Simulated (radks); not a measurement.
Task: The mean radii <r> (bohr) of the occupied orbitals of an atom or ion are listed with their occupations. Method: scalar-relativistic Kohn-Sham, PBE, spin-polarised, spherical densities, point nucleus; computed with a radial shooting solver on a logarithmic mesh with Libxc functionals.

| orbital | occ. | <r> |
|---|---|---|
| 1s down | 1 | 0.01966 |
| 1s up | 1 | 0.01966 |
| 2s up | 1 | 0.08333 |
| 2s down | 1 | 0.08333 |
| 2p up | 3 | 0.07415 |
| 2p down | 3 | 0.07414 |
| 3s up | 1 | 0.2167 |
| 3s down | 1 | 0.2166 |
| 3p up | 3 | 0.2163 |
| 3p down | 3 | 0.2161 |
| 3d up | 5 | 0.1961 |
| 3d down | 5 | 0.1959 |
| 4s up | 1 | 0.4845 |
| 4s down | 1 | 0.4848 |
| 4p up | 3 | 0.5126 |
| 4p down | 3 | 0.5129 |
| 4d up | 5 | 0.5461 |
| 4d down | 5 | 0.5469 |
| 5s up | 1 | 1.039 |
| 5s down | 1 | 1.044 |
| 4f up | 7 | 0.6084 |
| 4f down | 3 | 0.6125 |

Name the element and its charge. Open shells, if any, are filled with parallel spins first.

Result: Z = 70, ytterbium, charge +12: Yb12+ in [Kr] 4d10 4f10 5s2. The 1s radius gives Z: for a bare nucleus <r> = (2 gamma + 1)/(2Z) with gamma = sqrt(1 - (Z/c)^2), 0.01942 bohr for Z = 70, and screening makes it slightly larger (0.01966 here). The occupations add up to 58, and the charge is Z minus that.
